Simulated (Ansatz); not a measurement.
Reaction (formal exchange of groups at a C–O bond): `C=C[O][GaH2]` + `CCC` → `C=CC(C)C` + `[OH][GaH2]`

Calculated with Ansatz (gas phase, PBE0-D4/def2-TZVP geometries, no zero-point term in ΔE). CBS: MP2 limit from def2 TZ/QZ plus the TZ coupled-cluster correction, frozen cores. Functionals use def2-TZVPP. For Ga outer-core shells are correlated without core-valence functions, which leaves a few kJ/mol of doubt a bond. Scalar relativity is left out up to krypton. Each species was taken in one conformer, which may not be the lowest.

```csv
level,ΔE (kJ/mol),difference from CCSD(T)/CBS
PBE-D4,-20.9,14.4
ωB97X-V,-25.7,9.6
ωB97M-V,-28.3,7.0
PBE,-18.2,17.1
PBE0,-21.8,13.5
HF/def2-TZVPP,-16.0,19.3
MP2/def2-TZVPP,-38.7,-3.4
SCS-MP2/def2-TZVPP,-33.9,1.4
CCSD/def2-TZVPP,-31.4,3.9
CCSD(T)/def2-TZVPP,-32.3,3.0
HF/def2-QZVPP,-16.2,19.1
MP2/def2-QZVPP,-40.5,-5.2
SCS-MP2/def2-QZVPP,-35.8,-0.5
HF/CBS(def2),-16.2,19.1
MP2/CBS(def2),-41.7,-6.4
CCSD/CBS(def2),-34.5,0.8
CCSD(T)/CBS,-35.3,0
```

Largest T1 diagnostic among the species: 0.015.

From PBE to PBE0 (25 % exact exchange), in def2-TZVPP and without D4, ΔE moves by −3.6 kJ/mol. The D4 term adds −3.9 kJ/mol with B3LYP and −2.4 kJ/mol with PBE0; it sums over pairs of atoms, weighted by their polarisabilities, and B3LYP, whose exchange is more repulsive, gets the larger term.

B3LYP here is the variant with VWN-RPA as its local correlation; programs differ in this.
